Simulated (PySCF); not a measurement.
CH₄Si, SMILES C=[SiH2]. Heavy atoms are numbered as in [CH2:1]=[SiH2:2]. Hydrogens are named by the atom that carries them.

Geometry optimised at r2SCAN-D4/def2-TZVP.

Calculation: PBE/def2-TZVPD (PySCF).

Mulliken values depend strongly on the basis, most of all with diffuse functions as here. ESP charges are fitted to the potential on shells at 1.4 to 2.0 van der Waals radii. Atomic charges (e), one atom of each kind:

```tsv
atom	Mulliken	ESP fit
C1 (CH2)	-0.49	?
Si2 (SiH2)	0.07	?
H on C1	0.21	?
H on Si2	0.00	?
```

Problem. Fill in the missing entries. (Estimate from the structure and the level; the computed values follow.)

Solution. 
- C1 (CH2), ESP fit: -0.81
- Si2 (SiH2), ESP fit: 0.29
- H on C1, ESP fit: 0.27
- H on Si2, ESP fit: -0.01
